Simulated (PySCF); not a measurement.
Br2Ga, charge +1, singlet, geometry from GFN2-xTB (such geometries of metal compounds can be far from the true shape). Base run: BLYP/STO-3G (PySCF).

PySCF was given this input:
```python
from pyscf import gto, scf, dft

mol = gto.Mole()
mol.atom = '''
    Ga    0.000000    0.000000    0.000000
    Br    0.000000    0.000000    2.292576
    Br   -0.000000   -0.000000   -2.292576
'''
mol.basis = 'sto-3g'
mol.charge = 1
mol.spin = 0
mol.verbose = 4
mol.build()

mf = dft.RKS(mol)
mf.xc = 'blyp'
mf.kernel()
mf.analyze()
```

The base run was repeated with changes; each row names its change, and settings that it needs were set with it.

```
change                                       E (Eh)  HOMO (eV)  HOMO-LUMO gap (eV)  core-seconds (rough)
--------------------------------------  -----------  ---------  ------------------  --------------------
base                                    -6993.81645      -8.77                1.25                     3
functional = m06l                       -6994.33725      -9.43                1.65                     2
functional = pbe                        -6992.90599      -8.90                1.16                     2
functional = mn12l                      -6987.07015      -8.32                1.09                     4
functional = mn15                       -6986.86693     -12.38                6.15                     3
functional = blyp; dispersion = d4      -6993.82255      -8.77                1.25                     2
functional = blyp; dispersion = d3zero  -6993.81748      -8.77                1.25                     2
functional = b97-1                      -6993.77329     -11.85                4.90                     2
functional = r2scan                     -6994.37420      -9.46                1.76                     3
functional = x3lyp                      -6993.77807     -12.03                5.04                     2
functional = pbe0; dispersion = d4      -6993.46719     -12.40                5.41                     2
functional = hse06                      -6993.45162     -12.00                4.64                     9
functional = b97m_v                     -6993.56332      -9.87                2.15                    30
```

Totals shift with the method and basis; they matter in differences.
